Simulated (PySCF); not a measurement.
SMILES CO[Si](C)([SeH])OC, GFN2-xTB optimised geometry.

```
17

C     -1.94    -0.28    -0.79
O     -0.68     0.32    -0.88
Si     0.63    -0.05     0.00
C      0.50     0.62     1.78
Se     0.90    -2.32     0.00
O      1.95     0.44    -0.80
C      2.31     1.75    -1.11
H     -2.48    -0.07    -1.72
H     -2.50     0.13     0.06
H     -1.84    -1.36    -0.67
H     -0.26     0.10     2.34
H      0.25     1.68     1.77
H      1.44     0.51     2.31
H      2.32    -2.32     0.00
H      2.50     2.32    -0.19
H      1.52     2.24    -1.67
H      3.22     1.71    -1.70
```

Density from CAM-B3LYP/def2-SVP (PySCF) at that geometry.

Minimum of the electron density along straight lines between bonded atoms, close to the bond critical point (lines longer than 1.1 times the sum of covalent radii, or with two minima, are not listed):

| bond | length / Å | ρ at the minimum / e bohr⁻³ | ∇²ρ there / e bohr⁻⁵ | position (fraction from the first atom) |
|---|---|---|---|---|
| C1–O2 | 1.399 | 0.255 | -0.28 | 0.34 |
| O2–Si3 | 1.622 | 0.131 | 1.10 | 0.59 |
| Si3–C4 | 1.907 | 0.114 | 0.30 | 0.38 |
| Si3–Se5 | 2.283 | 0.089 | 0.07 | 0.34 |
| Si3–O6 | 1.614 | 0.134 | 1.14 | 0.41 |
| O6–C7 | 1.400 | 0.255 | -0.31 | 0.66 |
| C1–H8 | 1.090 | 0.284 | -1.12 | 0.64 |
| C1–H9 | 1.092 | 0.282 | -1.08 | 0.64 |
| C1–H10 | 1.095 | 0.281 | -1.08 | 0.64 |
| C4–H11 | 1.086 | 0.272 | -0.99 | 0.63 |
| C4–H12 | 1.087 | 0.271 | -0.98 | 0.63 |
| C4–H13 | 1.086 | 0.272 | -0.99 | 0.63 |
| Se5–H14 | 1.425 | 0.186 | -0.22 | 0.62 |
| C7–H15 | 1.092 | 0.282 | -1.08 | 0.64 |
| C7–H16 | 1.090 | 0.284 | -1.10 | 0.64 |
| C7–H17 | 1.090 | 0.284 | -1.11 | 0.64 |
